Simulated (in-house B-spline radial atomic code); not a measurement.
# Removing one electron from Yb66+

Closed shell [He] 2s2. Computed with an all-electron radial atomic-structure program (B-spline basis): Koopmans values of Dirac-Hartree-Fock plus a diagonal self-energy, in second order or with its direct term screened (direct RPA, with the hole-particle interaction, or full time-dependent Hartree-Fock), linearised in energy; no-pair Dirac-Coulomb Hamiltonian, finite nucleus. Shifts add to the Koopmans value (the ΔSCF shift is orbital relaxation alone); the final value takes TDHF screening with Breit and QED.

Command:
```bash
python run_mb.py task.json out
```
Settings (nuclear radius in fm, box in bohr, cutoff in hartree):
```
basis_form          2
Z                   70
core_configuration  [He] 2s2
rms_radius          5.3108
mass_number         174
speed_of_light      137.036
box_radius          2.097
lmax                7
intervals           55
virtual_cutoff      19600.0
```

Time taken, with all properties: 0.8 s on 1 thread of Arm Neoverse V1, with other jobs on the host.

Energies in eV:

```tsv
subshell	Koopmans	ΔSCF shift	second order	direct RPA	hole-particle	TDHF	Breit + QED	final
2s1/2	17082.67	-0.353	?	?	?	?	?	?
```

Question: What does the self-energy do to 2s1/2?

Answer: It shifts the removal energy by 6.003 eV in second order, 4.530 with direct RPA, 5.561 with the hole-particle term and 5.784 with TDHF screening (quasi-particle weight 0.995); Breit and QED add -31.899 eV. The final value is 17056.56 eV, against 17050 ± 40 eV (NIST, tabulated theory).
